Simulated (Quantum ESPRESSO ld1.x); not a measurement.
Task: Mo II, configuration [Kr] 4d5 (the NIST ground configuration). Method: Dirac Kohn-Sham, PBE, spin-unpolarised, spherical densities, point nucleus; open shells fill j = l - 1/2 first; computed with ld1.x of Quantum ESPRESSO 7.5. Some entries of the table are withheld. Estimate them.

orbital,occ.,eigenvalue (Ry),r(max) (bohr),<r^2> (bohr^2)
1s1/2,2,-1456.72,0.023,0.001669
2s1/2,2,-206.106,0.130,0.02779
2p1/2,2,(1),0.101,(2)
2p3/2,4,(3),0.105,(4)
3s1/2,2,-35.4835,0.382,(5)
3p1/2,2,-29.2182,0.370,0.2088
3p3/2,4,-27.9288,0.379,0.2191
3d3/2,4,(6),(7),0.2055
3d5/2,6,(8),(9),0.2089
4s1/2,2,-5.21596,0.990,1.395
4p1/2,2,-3.44397,1.06,1.704
4p3/2,4,-3.26231,1.08,1.793
4d3/2,4,-0.76984,1.37,4.357
4d5/2,1,-0.75409,1.39,4.466

Result: 
(1) 2p1/2 eigenvalue (Ry): -189.639
(2) 2p1/2 <r^2> (bohr^2): 0.02099
(3) 2p3/2 eigenvalue (Ry): -181.807
(4) 2p3/2 <r^2> (bohr^2): 0.02235
(5) 3s1/2 <r^2> (bohr^2): 0.2106
(6) 3d3/2 eigenvalue (Ry): -16.8562
(7) 3d3/2 r(max) (bohr): 0.321
(8) 3d5/2 eigenvalue (Ry): -16.6121
(9) 3d5/2 r(max) (bohr): 0.323
